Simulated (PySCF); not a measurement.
ClH₆InSi₂, SMILES [SiH3][In]([SiH3])[Cl]. Atoms are numbered in the order given.

```xyz
10

In     0.0658     0.0565     0.0030
Cl    -1.8361    -1.4047    -0.1412
Si    -0.3453     2.2822    -1.2742
H      0.8475     2.6225    -2.1295
H     -0.5326     3.3952    -0.2752
H     -1.5685     2.1924    -2.1432
Si     1.9388    -1.0779     1.4017
H      3.0295    -0.1076     1.7712
H      2.5458    -2.1896     0.5862
H      1.3568    -1.6625     2.6600
```

Coordinates come from a PBE-D3(BJ)/def2-SVP optimisation. The structure was generated by enumeration; whether it is a known compound was not checked. The def2 effective core potentials stand for the cores of In; spin–orbit coupling is left out.

These are PySCF with PBE-D3(BJ)/def2-SVP values and carry that method's errors.

Frequencies are harmonic and unscaled.

A small imaginary wavenumber (i) marks a very flat motion, where grid noise or a shallow saddle decides the sign.

Question: List the normal modes with their intensities. (An estimate is asked for; the answer gives what the named calculation found.)

Answer: 
```
mode  ν (cm⁻¹)  IR (km/mol)  Raman (Å⁴/amu)  depolarisation  moving atoms (share of kinetic energy)
----  --------  -----------  --------------  --------------  --------------------------------------
1          29i          0.1             0.1            0.75                                  H 96 %
2           19          0.1             0.2            0.74                                  H 95 %
3           59          1.1             2.6            0.70                Si 58 %, H 19 %, In 18 %
4           77          3.5             0.4            0.75       In 39 %, Si 32 %, Cl 15 %, H 14 %
5           81          6.0             4.4            0.75        Cl 50 %, Si 25 %, In 16 %, H 9 %
6          246          0.2            81.7            0.20                          Si 85 %, H 9 %
7          301         16.3             4.9            0.75                 Si 60 %, In 32 %, H 8 %
8          337         45.0             9.1            0.51                        Cl 74 %, In 24 %
9          383          0.0             6.3            0.65                                  H 92 %
10         425          6.7             8.5            0.67                         H 89 %, Si 10 %
11         428          8.3             1.9            0.73                         H 87 %, Si 11 %
12         453          1.3            11.7            0.74                         H 88 %, Si 11 %
13         783        627.4             2.0            0.75                         H 90 %, Si 10 %
14         817         53.9             2.6            0.33                          H 92 %, Si 8 %
15         896         17.2            32.2            0.75                                  H 97 %
16         898         42.6            20.4            0.75                                  H 98 %
17         901         16.0            32.7            0.75                                  H 97 %
18         903         45.9            15.6            0.75                                  H 97 %
19        2140         95.5            72.5            0.09                                  H 99 %
20        2144         36.5           550.2            0.01                                  H 99 %
21        2158         68.2           157.9            0.73                                  H 96 %
22        2163         70.4           158.7            0.74                                  H 96 %
23        2170         63.6           172.1            0.69                                  H 96 %
24        2177         63.6           198.2            0.55                                  H 96 %
```
